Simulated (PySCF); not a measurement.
# Which element holds H most strongly?

PBE in PySCF with aug-cc-pVDZ(-PP) on every atom (core potentials on Ge, As, Sn, Sb) (tight-d sets on Al to Cl), for the lowest determinant that a PBE0 search found; no spin–orbit coupling. D0 is De less the harmonic zero-point energy.

```csv
M,state (unpaired electrons),Re (Å),ωe (cm⁻¹),D0(MH) (eV)
As,triplet (π ↑↑),1.556,2067,2.75
Sn,doublet (π ↑),1.806,1624,2.50
Sb,triplet (π ↑↑),1.742,1845,2.48
P,triplet (π ↑↑),1.450,2290,3.06
Ge,doublet (π ↑),1.628,1792,2.73
```

Task: Order the elements by D0 and give the energy of AsH + Ge → GeH + As.

Result: P > As > Ge > Sn > Sb; ΔE = 2.75 − 2.73 = +0.02 eV at PBE/aug-cc-pVDZ(-PP). Close neighbours can swap at other levels.

Spin–orbit coupling is left out, which matters for elements this heavy, above all for dissociation energies. States were picked by a PBE0 search and need not be the measured ground states.
